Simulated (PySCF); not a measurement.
Compound: C5H7ClO2.
Atom-mapped SMILES: `[CH3:1]/[CH:2]=[C:3](/[O:4][CH3:5])[C:6](=[O:7])[Cl:8]` (hydrogens: H9, H10, H11 on C1; H12 on C2; H13, H14, H15 on C5)

The same species was optimised twice, with GFN2-xTB and with PBE0-D3(BJ)/def2-SVP (PySCF), and the same property calculations (PySCF, gas phase) were run on both structures.

```
     coordinate  GFN2-xTB  PBE0-D3(BJ)/def2-SVP  change
      C3–C6 (Å)     1.468                 1.486  +0.018
      C3–O4 (Å)     1.362                 1.344  -0.018
     C6–Cl8 (Å)     1.761                 1.775  +0.014
      O4–C5 (Å)     1.406                 1.398  -0.008
      C1–C2 (Å)     1.488                 1.493  +0.005
      C2=C3 (Å)     1.347                 1.353  +0.006
      C6=O7 (Å)     1.193                 1.190  -0.003
   C3–C6–O7 (°)     127.5                 125.3    -2.2
   C1–C2–C3 (°)     125.1                 127.2    +2.1
  C3–C6–Cl8 (°)     112.6                 114.1    +1.5
  O7–C6–Cl8 (°)     119.9                 120.6    +0.7
   O4–C3–C6 (°)     113.1                 113.5    +0.4
   C2–C3–C6 (°)     120.9                 120.6    -0.3
   C2–C3–O4 (°)     126.0                 125.9    -0.1
   C3–O4–C5 (°)     118.6                 118.6     0.0
C2–C3–O4–C5 (°)         0                     0       0
C2–C3–C6–O7 (°)         1                     1       0
```

Rotational constants: A = 1999, B = 1569, C = 888.8 MHz (GFN2-xTB) against A = 2017, B = 1515, C = 874.6 MHz (PBE0-D3(BJ)/def2-SVP).

On the GFN2-xTB structure: lowest singlet, TDDFT (eV) 4.38 [B3LYP/def2-SVPD]; lowest triplet, Tamm–Dancoff (eV) 2.91 [B3LYP/def2-SVPD]; isotropic polarisability (au) 86.4 [B3LYP/def2-SVPD]; HOMO (eV) -7.00 [B3LYP/def2-SVPD]; LUMO (eV) -2.19 [B3LYP/def2-SVPD]; dipole (D) 4.34 [B3LYP/def2-SVPD]; HOMO (eV) -7.17 [PBE0/pcSseg-1]; LUMO (eV) -1.88 [PBE0/pcSseg-1]; dipole (D) 4.40 [PBE0/pcSseg-1]; GIAO shielding of C1 (ppm) 169.4 [PBE0/pcSseg-1]; GIAO shielding of C2 (ppm) 64.3 [PBE0/pcSseg-1]; GIAO shielding of C3 (ppm) 33.6 [PBE0/pcSseg-1]; GIAO shielding of O4 (ppm) 222.0 [PBE0/pcSseg-1]; GIAO shielding of C5 (ppm) 130.9 [PBE0/pcSseg-1]; GIAO shielding of C6 (ppm) 12.2 [PBE0/pcSseg-1]; GIAO shielding of O7 (ppm) -250.4 [PBE0/pcSseg-1]; GIAO shielding of Cl8 (ppm) 505.1 [PBE0/pcSseg-1].

Task: What do these properties become on the PBE0-D3(BJ)/def2-SVP structure?

Result: 
```csv
property,level,on GFN2-xTB,on PBE0-D3(BJ)/def2-SVP,change
"lowest singlet, TDDFT (eV)",B3LYP/def2-SVPD,4.38,4.45,+0.07
"lowest triplet, Tamm–Dancoff (eV)",B3LYP/def2-SVPD,2.91,2.91,0.00
isotropic polarisability (au),B3LYP/def2-SVPD,86.4,87.4,+1.0
HOMO (eV),B3LYP/def2-SVPD,-7.00,-6.96,+0.04
LUMO (eV),B3LYP/def2-SVPD,-2.19,-2.16,+0.03
dipole (D),B3LYP/def2-SVPD,4.34,4.23,-0.11
"energy, GFN2-xTB geometry as zero (kcal/mol)",B3LYP/def2-SVPD,0.0,-1.3,-1.3
HOMO (eV),PBE0/pcSseg-1,-7.17,-7.12,+0.05
LUMO (eV),PBE0/pcSseg-1,-1.88,-1.84,+0.04
dipole (D),PBE0/pcSseg-1,4.40,4.30,-0.10
"energy, GFN2-xTB geometry as zero (kcal/mol)",PBE0/pcSseg-1,0.0,-0.8,-0.8
GIAO shielding of C1 (ppm),PBE0/pcSseg-1,169.4,168.1,-1.3
GIAO shielding of C2 (ppm),PBE0/pcSseg-1,64.3,65.4,+1.1
GIAO shielding of C3 (ppm),PBE0/pcSseg-1,33.6,32.6,-1.0
GIAO shielding of O4 (ppm),PBE0/pcSseg-1,222.0,226.6,+4.6
GIAO shielding of C5 (ppm),PBE0/pcSseg-1,130.9,130.4,-0.5
GIAO shielding of C6 (ppm),PBE0/pcSseg-1,12.2,11.8,-0.4
GIAO shielding of O7 (ppm),PBE0/pcSseg-1,-250.4,-249.6,+0.8
GIAO shielding of Cl8 (ppm),PBE0/pcSseg-1,505.1,504.2,-0.9
```

The heavy atoms differ by 0.029 Å rms after alignment. Among bonds between heavy atoms C3–O4 and C3–C6 change most and about equally (-0.018 to +0.018 Å). Changes are differences of the printed values. Neither structure is proved a minimum here.

The values belong to the conformer `[CH3:1]/[CH:2]=[C:3](/[O:4][CH3:5])[C:6](=[O:7])[Cl:8]`: C2–C3–O4–C5 0°, C2–C3–C6–O7 1°.
